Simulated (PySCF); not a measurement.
**[Zr(F)3(CH3)] (charge 0, multiplicity 1)**

The numbers are results of TPSSh-D3(BJ)/def2-TZVP // r2SCAN-D4/def2-SVP (PySCF 2.14.0), not measurements.

- HOMO = -7.66 eV
- dipole moment = 0.98 D
- HOMO–LUMO gap = 5.92 eV
- LUMO = -1.74 eV
- charge on the central atom (Mulliken) = 1.69 e
- total energy = -386.8982 Ha
- cost = about 5 core-minutes (a rough figure)

Bonded distances (Å): Zr1–F2 1.906, Zr1–F3 1.906, Zr1–F4 1.906, Zr1–C5 2.203, C5–H6 1.106, C5–H7 1.106, C5–H8 1.106. Bond angles (°): F2–Zr1–F3 112.6, F2–Zr1–F4 112.6, F2–Zr1–C5 106.0, F3–Zr1–F4 112.6, F3–Zr1–C5 106.2, F4–Zr1–C5 106.2, Zr1–C5–H6 111.2, Zr1–C5–H7 111.2, Zr1–C5–H8 111.3, H6–C5–H7 107.7, H6–C5–H8 107.6, H7–C5–H8 107.7.
